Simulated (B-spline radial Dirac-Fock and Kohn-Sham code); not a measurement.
## Binding energies of Nd⁺ in different valence configurations

The computed values come from a B-spline atomic structure program: multi-electron Dirac-Fock with separately optimised hole states, Breit and Lamb-shift corrections added in first order. Correlation and solid-state effects are left out.

Reference: the tabulated ground configuration [Xe] 4f4 6s1, with 2p1/2 6733.6 eV, 2p3/2 6219.8 eV, 3p1/2 1415.8 eV, 3p3/2 1311.3 eV, 4p3/2 247.1 eV, 5p1/2 34.34 eV, Kα1 37358.8 eV, Kβ1 42267.3 eV, Lα1 5230.4 eV, Lβ2 6088.8 eV.

Q: One of these configurations gives the following shifts from the reference, in eV: average energy +4.53, 2p1/2 +17.15, 2p3/2 +17.31, 3p1/2 +20.08, 3p3/2 +20.15, 4p3/2 +17.02, 5p1/2 +6.78, Kα1 -1.64, Kβ1 -4.48, Lα1 -2.44, Lβ2 +1.83. Which?
A. [Xe] 4f2 5d2 6s1
B. [Xe] 4f4 5d1
C. [Xe] 4f3 6s2
D. [Xe] 4f3 5d1 6s1

A: A. The others give [Xe] 4f3 5d1 6s1: 2p1/2 +8.14; [Xe] 4f4 5d1: 2p1/2 -2.47; [Xe] 4f3 6s2: 2p1/2 +11.17.
